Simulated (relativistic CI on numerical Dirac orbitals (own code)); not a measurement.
**Co2+: L2,3 absorption edge**

Computed with this model: Dirac-Coulomb-Breit CI, separate exchange-only KLI orbitals for each configuration, model QED, valence Slater integrals scaled by 0.9, multiplet model of core-to-valence dipole absorption; configurations [Ar] 3d7 → [He] 2s2 2p5 3s2 3p6 3d8; 80 K; Lorentzian 0.6 eV and Gaussian 0.3 eV FWHM. Energies are those of the free ion, without screening or charge transfer. The branching ratio is the share of the lower-energy edge in the whole absorption, uncertain by about 0.02 where the edges overlap. S is read from ⟨S²⟩ = S(S + 1).

Field parameters in Wybourne normalisation: Oh B⁴₀ = 21Dq, B⁴₄ = √(5/14) B⁴₀. The field is a parameter set, without covalency.

Case free ion, the dichroism is that of the ground state at zero temperature, magnetised by exchange field 10 meV on Sz. The dichroism I(Δm = −1) − I(Δm = +1), over the sum of the three polarisations, integrates to -0.4206 on the lower edge and -0.0789 on the upper edge. The branching ratio is 0.867.

Q: Use the orbital sum rule with 3 holes to get ⟨Lz⟩.

A: For a p → d edge ⟨Lz⟩ = 2 × n_h × (sum of both integrals) in this sign convention = -3.00; the ground state itself has ⟨Lz⟩ = -3.00 and ⟨Sz⟩ = -1.50. The rule assumes one radial integral for both edges, which relativistic orbitals only approach.
